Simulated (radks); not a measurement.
Species: neutral tantalum. Configuration: [Xe] 4f14 5d4 6s1 (not the ground configuration).

Calculated with a radial shooting solver on a logarithmic mesh with Libxc functionals: scalar-relativistic Kohn-Sham, LDA (Slater exchange, Perdew-Wang correlation), spin-unpolarised, spherical densities, point nucleus.

Energy parts (hartree):
| part | energy |
|---|---|
| total | -15595.2677 |
| kinetic | 17133.4364 |
| electron-nucleus | -38531.1512 |
| Hartree | 6108.4069 |
| exchange-correlation | -305.9598 |

Orbitals (lengths in bohr, moments of r in powers of bohr; <r^-3> diverges for s and p1/2; r(max) is where P^2 peaks; r(90%) holds 90 % of the orbital's charge):
orbital,occ.,eigenvalue (hartree),r(90%),<r^-3>,r(max)
1s,2,-2473.711,0.0340,-,0.01168
2s,2,-424.9998,0.122,-,0.06689
2p,6,-372.5705,0.115,18730,0.05478
3s,2,-97.29342,0.301,-,0.1888
3p,6,-81.70226,0.307,4154,0.1866
3d,10,-63.48013,0.288,537.2,0.1519
4s,2,-19.76244,0.659,-,0.4289
4p,6,-14.64562,0.710,961.9,0.4497
4d,10,-8.09634,0.786,105.9,0.4614
4f,14,-0.85413,1.07,17.29,0.4404
5s,2,-2.62817,1.59,-,0.9875
5p,6,-1.39640,1.91,132.5,1.125
5d,4,-0.10403,3.99,4.934,1.619
6s,1,-0.18953,5.04,-,2.801

The highest occupied level is 5d at -2.831 eV. The density falls to 0.001 e/bohr^3 at r = 4.82 bohr.
